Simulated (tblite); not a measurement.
Species: C3H10FSi3 (doublet state).
Atom-mapped SMILES: `[F:1][C@H:2]1[SiH2:3][CH:4][SiH2:5][CH2:6][SiH2:7]1` (hydrogens: H8 on C2; H9, H10 on Si3; H11 on C4; H12, H13 on Si5; H14, H15 on C6; H16, H17 on Si7)

Cartesian coordinates in Å at the GFN2-xTB level; atoms count from 1:
```xyz
17
C3H10FSi3 angstrom
F      1.8602   -0.7918   -1.3676
C      1.7089    0.0956   -0.2911
Si     0.7022    1.6187   -0.9060
C     -1.0567    1.0640   -1.0876
Si    -1.9594   -0.0418    0.1070
C     -0.7834   -1.4547    0.6260
Si     0.9427   -0.8896    1.1613
H      2.7283    0.4094   -0.0474
H      1.2798    2.0908   -2.1684
H      0.8692    2.6351    0.1457
H     -1.5836    1.3663   -1.9813
H     -3.1754   -0.5968   -0.5072
H     -2.3312    0.7073    1.3205
H     -0.6750   -2.1439   -0.2117
H     -1.2463   -2.0225    1.4317
H      1.8095   -2.0415    1.4439
H      0.9033    0.0077    2.3223
```

Calculated harmonic vibrations of the isolated species, GFN2-xTB (tblite), most abundant isotopes, no scaling. Errors from tens to a few hundred cm⁻¹ against measured bands are possible. Modes of hydrogen on silicon can be 10 to 20 % off. One conformer, not necessarily the lowest. Open shells enter through the occupations alone, without spin polarisation, and single modes of such species can be off by tens of per cent.

Harmonic wavenumbers (cm⁻¹): 59.7, 79.9, 122.9, 162.7, 195.8, 248.0, 262.0, 347.6, 404.6, 442.1, 460.2, 487.2, 542.3, 545.6, 548.9, 583.3, 614.6, 641.2, 644.3, 699.4, 727.4, 755.9, 761.7, 770.5, 789.2, 800.0, 831.0, 912.4, 972.7, 1011.8, 1060.7, 1102.0, 1128.2, 1266.0, 1450.6, 2151.8, 2173.8, 2190.5, 2215.2, 2230.9, 2235.1, 2914.8, 2978.5, 2991.1, 3052.5.

A = 1685, B = 1381, C = 928.6 MHz; mass 149.007 u (most abundant isotopes); point group C1, symmetry number 1; spin multiplicity 2.

Question: Zero-point energy?

Answer: Half the sum of the wavenumbers: 23783 cm⁻¹ = 68.00 kcal/mol.

Question: Give the ideal-gas entropy at 200 K and 1 bar in the rigid-rotor, harmonic-oscillator model (classical rotation).

Answer: Translation 38.95, rotation 28.20, vibration 18.03, spin (R ln 2) 1.38: S = 86.6 cal/(mol K).

Question: And Cp and H(200 K) − H(0)?

Answer: Cp = 31.17 cal/(mol K), of which vibrations give 23.22 (their classical limit is 45 R = 89.4); H(200 K) − H(0) = 3.68 kcal/mol without the zero-point energy, 2.09 from vibrations.

Question: What must be added to the electronic energy to get the Gibbs energy at 200 K and 1 bar?

Answer: ZPE + [H(200 K) − H(0)] − T·S = 68.00 + 3.68 − 17.31 = 54.37 kcal/mol.

Question: Which modes carry the vibrational entropy at 200 K?

Answer: 59.7 cm⁻¹: 3.68; 79.9 cm⁻¹: 3.11; 122.9 cm⁻¹: 2.30; 162.7 cm⁻¹: 1.78; 195.8 cm⁻¹: 1.46; 248.0 cm⁻¹: 1.08 cal/(mol K); the other 39 give 4.61 together.

Hindered rotation and anharmonicity are outside this model. Other conformers, if any are populated, would add a mixing term that is left out. The structure is chiral; the term R ln 2 for an equal mix with its mirror image is left out.
